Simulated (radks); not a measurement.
Species: Mg. Configuration: [Ne] 3s2.

Method: scalar-relativistic Kohn-Sham, LB94 model potential, spin-polarised, spherical densities, finite nucleus; Fermi nuclear charge, rms radius 3.057 fm; computed with a radial shooting solver on a logarithmic mesh with Libxc functionals.

Energy parts (eV):
kinetic: 5506.888
electron-nucleus: -13150.355
Hartree: 2642.053
(The LB94 potential has no energy functional, so no total or exchange-correlation energy is given.)

Orbitals (lengths in bohr, moments of r in powers of bohr):
| orbital | occ. | eigenvalue (eV) | <r^2> |
|---|---|---|---|
| 1s | 2 | -1294.937 | 0.02271 |
| 2s | 2 | -88.6154 | 0.5859 |
| 2p | 6 | -55.9257 | 0.5944 |
| 3s | 2 | -7.8773 | 10.49 |

The highest occupied level is 3s at -7.877 eV. Summed over all electrons, <r^2> = 25.75 bohr^2, which gives a Langevin (diamagnetic) susceptibility term of -20.4 x 10^-6 cm^3/mol. For comparison, the ionisation energy in NIST's Atomic Spectra Database is 7.646 eV (measured). In exact Kohn-Sham theory the highest level is minus the ionisation energy, but local and semilocal functionals leave it too shallow, through self-interaction and a potential that decays too fast; potentials with the right tail come closer. The electron density at the nucleus is 1163 e/bohr^3 (large components only).
